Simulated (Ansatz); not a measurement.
`N[AsH][TeH]` + H₂ → `N[AsH2]` + H₂Te at 700 K and 1 bar (hydrogenolysis of the As–Te bond).

Computed with Ansatz on PBE0-D4/def2-TZVP structures; ΔE is electronic, products minus reactants. CBS: MP2 limit from def2 TZ/QZ plus the TZ coupled-cluster correction, frozen cores. This one scheme is used for every species. def2 core potentials past Kr. For As, Te outer-core shells are correlated without core-valence functions, which leaves a few kJ/mol of doubt a bond. Scalar relativity is left out up to krypton. One conformer a species, not always the lowest.

| species | CCSD(T)/CBS energy (Eh) | H − E (kJ/mol) | S (J/(mol·K)) |
| --- | --- | --- | --- |
| `N[AsH][TeH]` | -2559.85306 | 168.3 | 420.4 |
| H₂ | -1.17544 | 46.8 | 155.3 |
| `N[AsH2]` | -2292.09958 | 152.3 | 328.9 |
| H₂Te | -268.91024 | 57.2 | 261.6 |

H − E and S are ideal-gas, rigid-rotor, harmonic terms from PBE0-D4/def2-TZVP, for one conformer and one mirror image of each species. The MP2-based limit puts H₂ 0.8 mEh under its directly extrapolated value; such offsets cancel only in part. 1 Eh = 2625.50 kJ/mol, R = 8.31446 J/(mol·K).

Problem. By hand: ΔE, ΔH, ΔS and ΔG.

Solution. ΔE = (-2292.09958) + (-268.91024) − (-2559.85306) − (-1.17544) = 0.01868 Eh = 49.0 kJ/mol. Δ(H − E) = 152.3 + 57.2 − 168.3 − 46.8 = -5.6, so ΔH = 43.4 kJ/mol. ΔS = 328.9 + 261.6 − 420.4 − 155.3 = 14.8 J/(mol·K). ΔG = 43.4 − 700 × (14.8)/1000 = 33.0 kJ/mol.

Problem. By hand: the equilibrium constant, and the temperature at which ΔG would vanish if ΔH and ΔS stayed fixed.

Solution. log₁₀ K = −ΔG/(RT ln 10) = -2.5. ΔG = 0 at ΔH/ΔS = 2932 K, far beyond where these terms or the molecules hold.

The number of gas molecules stays the same, so ΔS is small and ΔH decides. A doubt of 5 kJ/mol in ΔE shifts log₁₀ K by 0.4 here. Other conformers and mirror images would add mixing entropy, several J/(mol·K) or more a flexible species. These are equilibria of isolated gas molecules and say nothing of rates. Largest T1 diagnostic: 0.012 (customary marks: 0.02 for closed shells, 0.045 for open ones).
